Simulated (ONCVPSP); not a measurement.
# Building the ONCV potential for bismuth (Bi) (revPBE, scalar-relativistic).

Bi (Z = 83), optimised norm-conserving Vanderbilt (ONCV), made with ONCVPSP 4.0.1 (revPBE, scalar-relativistic). Core [Xe] 4f14 5d10, reference 6s2 6p3. Waves: 6s: rc 2.05 bohr, ncon 4, nbas 8, qcut 2.6 1/bohr, 3 projectors, debl 0.9 Ha; 6p: rc 2.05 bohr, ncon 5, nbas 9, qcut 4.3 1/bohr, 2 projectors, debl 1.3 Ha; d scattering state at 0.19 Ha: rc 2.20 bohr, ncon 3, nbas 8, qcut 4.6 1/bohr, 2 projectors, debl 2.6 Ha. Local part: polynomial inside 1.90 bohr (lpopt 5, dvloc0 4 Ha). Core correction: none.

All-electron outer shells of the reference configuration (revPBE, scalar-relativistic, ld1.x):

```
shell  level (eV)  outermost node (bohr)  outermost maximum (bohr)
   5p      -95.82                   0.48                      0.86
   5d      -27.05                   0.51                      1.03
   6s      -14.41                   0.98                      1.88
   6p       -4.51                   1.14                      2.47
```

(1) Estimate the cutoffs (Ha) at which the residual kinetic energy of the hardest occupied pseudo-wave falls to 1 and 0.1 mHa per electron.

(2) What does a ghost test show?

(3) Tests: 6s2 6p2; 6s2 6p1; 6s2 6p0; 6s1 6p4. Which has the largest error in its energy relative to the reference configuration, and how large is it?

Results:

(1) 35 Ha and 57 Ha.

(2) Ghosts flagged at negative energy: s at -929.7 eV, p at -68.2 eV, d at -4.2 eV; GHOST(+) flagged for s at 136.0 eV. A true bound ghost makes a file unfit for plane-wave use.

(3) 6s2 6p1, with -40 meV (all-electron minus pseudo) on +22.99 eV.
